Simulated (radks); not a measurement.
Values are calculated unless marked as measured or tabulated.
Spherical quantum dot in the effective-mass picture: electrons in a parabolic well V = omega^2 r^2 / 2 with omega = 1.09, all in effective atomic units (hartree* = m*/eps^2 hartree, bohr* = eps/m* bohr), one dielectric constant everywhere. Level of theory: non-relativistic Kohn-Sham, PBE, spin-polarised, spherical densities (a radial shooting solver with Libxc functionals). Levels are named by radial order and angular momentum (1s, 1p, 1d, 2s, ...), and open shells are averaged over m. Results are scaled to m* = 0.508 and eps = 5.8, for which hartree* = 410.9 meV and bohr* = 0.6042 nm.

N = 21, configuration 1s2 1p6 1d10 2s2 1f(up 1, down 0). This is the lowest configuration that the search found. Occupied and some empty levels:

level,occupation,eigenvalue (meV),<r> (nm)
1s up,1,4646.6,0.9879
1s down,1,4649.1,0.9829
1p up,3,4845.1,1.220
1p down,3,4849.6,1.216
1d up,5,5075.5,1.383
1d down,5,5081.4,1.381
2s up,1,5138.9,1.188
2s down,1,5143.2,1.190
1f up,1,5332.9,1.513
1f down,0,5339.7,1.512
2p up,0,5425.3,1.342
2p down,0,5429.3,1.343
1g up,0,5613.4,1.625
1g down,0,5620.5,1.625
2d up,0,5724.6,1.485
2d down,0,5728.6,1.486

Energy (meV): total 67888.2, kinetic 8332.5, external 25495, Hartree 38117, exchange-correlation -4056.3.
